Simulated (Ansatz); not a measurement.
SiN$_{2}$H$_{8}$S, singlet: a trajectory.

in.yaml

```yaml
crystal:
  periodic: [false, false, false]
  atoms:
    - {symbol: Si, position_ang: [-0.565736, 0.121286, 0.143019]}
    - {symbol: S, position_ang: [1.103069, -0.727919, 1.561845]}
    - {symbol: H, position_ang: [-1.404494, 0.663262, -1.021403]}
    - {symbol: H, position_ang: [-1.536036, -0.911561, 0.615171]}
    - {symbol: N, position_ang: [-0.198796, 1.690969, 0.708261]}
    - {symbol: H, position_ang: [1.046589, -1.503578, -0.871648]}
    - {symbol: N, position_ang: [0.496356, -0.751960, -1.283669]}
    - {symbol: H, position_ang: [0.394554, -1.802866, 1.936214]}
    - {symbol: H, position_ang: [-0.675647, 2.493533, 0.331438]}
    - {symbol: H, position_ang: [0.282721, 1.855504, 1.576641]}
    - {symbol: H, position_ang: [1.144209, -0.055264, -1.643669]}
    - {symbol: H, position_ang: [-0.086890, -1.071305, -2.052400]}
basis:
  gaussian: {orbitals: def2-SVP}
hamiltonian: {xc: pbe0, dispersion: d4}
md: {n_steps: 25, timestep: 0.25, temperature: 20000, ensemble: nve, seed: 299, initial_velocities: maxwell_boltzmann}
```

Launched with

```bash
ansatz run in.yaml --threads 4 --pin off --events-out ev --progress --plain --max-ram 9574MiB
```

The run's output (Ansatz 0.2.0):

```
Functional definition: PBE0
  name "PBE0"
  cite "Adamo & Barone, J. Chem. Phys. 110, 6158 (1999) doi:10.1063/1.478522"
  cite "Perdew, Burke & Ernzerhof, Phys. Rev. Lett. 77, 3865 (1996) doi:10.1103/PhysRevLett.77.3865"
  parent pbe
  parameter a = 0.25
  parameter kappa = 0.804
  parameter beta = 0.06672455060314922
  exchange = (1 - a)*pbe_x(kappa = kappa, mu = beta*pi^2/3) + a*exact_x
  correlation = pbe_c(beta = beta)
1104 factors; integrals over basis functions are off by at most 3.4e-4 eV
mean field evaluation 1: about -21797.9535 eV, gradient 6.1e1 eV
mean field evaluation 2: about -21790.9287 eV, gradient 8.1e1 eV
mean field evaluation 4: about -21805.4264 eV, gradient 3.5e0 eV
mean field evaluation 8: about -21805.4656 eV, gradient 3.5e-2 eV
mean field evaluation 16: about -21805.4656 eV, gradient 3.2e-5 eV
mean field -21805.46561184 eV, -801.3360809596 hartree, gradient 3.2e-5 eV, S^2 0.000000; 0 other end points of the search recorded, 0 dependent functions left out
the calculation of the forces begins
reference -21805.46563972 eV, -801.3360819842 hartree; 26, 26 occupied and 78, 78 virtual orbitals, 1104 factors
md step     0: t =     0.00 fs  T = 20000.0 K  F+E_penalty+E_count = -21805.69393406 eV  E_kin = 25.852000 eV  conserved = -21779.84193428 eV  (25 SCF iters)
md step     1: t =     0.25 fs  T = 19795.9 K  F+E_penalty+E_count = -21805.43401866 eV  E_kin = 25.588231 eV  conserved = -21779.84578736 eV  (28 SCF iters, 3 dispersion substeps)
md step     2: t =     0.50 fs  T = 19218.8 K  F+E_penalty+E_count = -21804.68388662 eV  E_kin = 24.842228 eV  conserved = -21779.84165894 eV  (28 SCF iters, 3 dispersion substeps)
md step     3: t =     0.75 fs  T = 18331.3 K  F+E_penalty+E_count = -21803.52225226 eV  E_kin = 23.695074 eV  conserved = -21779.82717835 eV  (28 SCF iters, 3 dispersion substeps)
md step     4: t =     1.00 fs  T = 17296.8 K  F+E_penalty+E_count = -21802.16530682 eV  E_kin = 22.357907 eV  conserved = -21779.80740013 eV  (28 SCF iters, 3 dispersion substeps)
md step     5: t =     1.25 fs  T = 16323.7 K  F+E_penalty+E_count = -21800.89409369 eV  E_kin = 21.100046 eV  conserved = -21779.79404723 eV  (28 SCF iters, 3 dispersion substeps)
md step     6: t =     1.50 fs  T = 15554.9 K  F+E_penalty+E_count = -21799.90045285 eV  E_kin = 20.106247 eV  conserved = -21779.79420629 eV  (28 SCF iters, 3 dispersion substeps)
md step     7: t =     1.75 fs  T = 15000.6 K  F+E_penalty+E_count = -21799.19258976 eV  E_kin = 19.389789 eV  conserved = -21779.80280124 eV  (28 SCF iters, 3 dispersion substeps)
md step     8: t =     2.00 fs  T = 14577.7 K  F+E_penalty+E_count = -21798.65362992 eV  E_kin = 18.843134 eV  conserved = -21779.81049597 eV  (30 SCF iters, 3 dispersion substeps)
md step     9: t =     2.25 fs  T = 14195.7 K  F+E_penalty+E_count = -21798.16285380 eV  E_kin = 18.349423 eV  conserved = -21779.81343044 eV  (30 SCF iters, 3 dispersion substeps)
md step    10: t =     2.50 fs  T = 13804.1 K  F+E_penalty+E_count = -21797.65616324 eV  E_kin = 17.843143 eV  conserved = -21779.81302032 eV  (30 SCF iters, 3 dispersion substeps)
md step    11: t =     2.75 fs  T = 13387.6 K  F+E_penalty+E_count = -21797.11642937 eV  E_kin = 17.304813 eV  conserved = -21779.81161628 eV  (30 SCF iters, 3 dispersion substeps)
md step    12: t =     3.00 fs  T = 12947.1 K  F+E_penalty+E_count = -21796.54577031 eV  E_kin = 16.735400 eV  conserved = -21779.81037003 eV  (32 SCF iters, 3 dispersion substeps)
md step    13: t =     3.25 fs  T = 12486.6 K  F+E_penalty+E_count = -21795.94958865 eV  E_kin = 16.140172 eV  conserved = -21779.80941637 eV  (32 SCF iters, 3 dispersion substeps)
md step    14: t =     3.50 fs  T = 12010.2 K  F+E_penalty+E_count = -21795.33291520 eV  E_kin = 15.524381 eV  conserved = -21779.80853453 eV  (32 SCF iters, 3 dispersion substeps)
md step    15: t =     3.75 fs  T = 11523.1 K  F+E_penalty+E_count = -21794.70231960 eV  E_kin = 14.894764 eV  conserved = -21779.80755565 eV  (32 SCF iters, 3 dispersion substeps)
md step    16: t =     4.00 fs  T = 11031.5 K  F+E_penalty+E_count = -21794.06602078 eV  E_kin = 14.259262 eV  conserved = -21779.80675909 eV  (33 SCF iters, 3 dispersion substeps)
md step    17: t =     4.25 fs  T = 10539.3 K  F+E_penalty+E_count = -21793.42885648 eV  E_kin = 13.623100 eV  conserved = -21779.80575656 eV  (35 SCF iters, 3 dispersion substeps)
md step    18: t =     4.50 fs  T = 10054.1 K  F+E_penalty+E_count = -21792.80079746 eV  E_kin = 12.995972 eV  conserved = -21779.80482507 eV  (35 SCF iters, 3 dispersion substeps)
md step    19: t =     4.75 fs  T =  9584.4 K  F+E_penalty+E_count = -21792.19282492 eV  E_kin = 12.388779 eV  conserved = -21779.80404587 eV  (36 SCF iters, 3 dispersion substeps)
md step    20: t =     5.00 fs  T =  9137.6 K  F+E_penalty+E_count = -21791.61468016 eV  E_kin = 11.811245 eV  conserved = -21779.80343548 eV  (38 SCF iters, 3 dispersion substeps)
md step    21: t =     5.25 fs  T =  8719.5 K  F+E_penalty+E_count = -21791.07385383 eV  E_kin = 11.270865 eV  conserved = -21779.80298903 eV  (38 SCF iters, 3 dispersion substeps)
md step    22: t =     5.50 fs  T =  8333.4 K  F+E_penalty+E_count = -21790.57445844 eV  E_kin = 10.771811 eV  conserved = -21779.80264706 eV  (39 SCF iters, 3 dispersion substeps)
md step    23: t =     5.75 fs  T =  7982.0 K  F+E_penalty+E_count = -21790.11988184 eV  E_kin = 10.317478 eV  conserved = -21779.80240350 eV  (39 SCF iters, 3 dispersion substeps)
md step    24: t =     6.00 fs  T =  7667.4 K  F+E_penalty+E_count = -21789.71309850 eV  E_kin = 9.910845 eV  conserved = -21779.80225363 eV  (39 SCF iters, 3 dispersion substeps)
md step    25: t =     6.25 fs  T =  7391.2 K  F+E_penalty+E_count = -21789.35607275 eV  E_kin = 9.553876 eV  conserved = -21779.80219697 eV  (39 SCF iters, 3 dispersion substeps)
Total energy: -21789.35610530 eV, -800.7440675137 hartree
Atom 0 at    -0.557358     0.038685     0.129928 Å, force    -4.372704     0.572829    -0.133679 eV/Å
Atom 1 at     1.021809    -0.752690     1.463940 Å, force     1.659166    -0.737061     5.240125 eV/Å
Atom 2 at    -2.378445     0.428216    -0.552323 Å, force     2.586251    -0.827096     0.876378 eV/Å
Atom 3 at    -0.621656    -1.703101     0.102532 Å, force    -1.341238     1.054191    -0.135456 eV/Å
Atom 4 at    -0.081271     1.759450     0.735018 Å, force     1.740187     6.370812     0.910962 eV/Å
Atom 5 at     1.280257    -1.096702    -0.302129 Å, force    -0.777347     0.517427    -2.096755 eV/Å
Atom 6 at     0.478527    -0.731208    -1.117719 Å, force     1.835754    -0.089815    -4.959097 eV/Å
Atom 7 at     0.675094    -1.680823     2.871455 Å, force     0.172650     1.814966    -3.534308 eV/Å
Atom 8 at     0.234368     3.129933     0.321894 Å, force    -1.275338    -5.085236     0.265639 eV/Å
Atom 9 at    -0.482610     3.157190     1.808106 Å, force     0.086002    -3.469204    -1.941762 eV/Å
Atom 10 at     0.786810     0.231516    -2.298502 Å, force     0.957732    -0.051526     1.837274 eV/Å
Atom 11 at     0.636945    -0.949186    -2.279840 Å, force    -1.271114    -0.070287     3.670680 eV/Å
Dipole moment:     0.294041    -0.057932    -0.397419 e Å

[the SCF lines of later steps are left out]
```

The lines “mean field evaluation” count trial sets of orbitals through the whole run, from several starts and some on an approximate energy, so they need not fall steadily or lie above the final value.

Hardware: 4 CPU threads of an Arm Neoverse N1, shared host. Wall time about 78 s.


The run ended normally. The set temperature is far above any at which the molecule holds together: the atoms start with that much kinetic energy, which flows into stretching the bonds.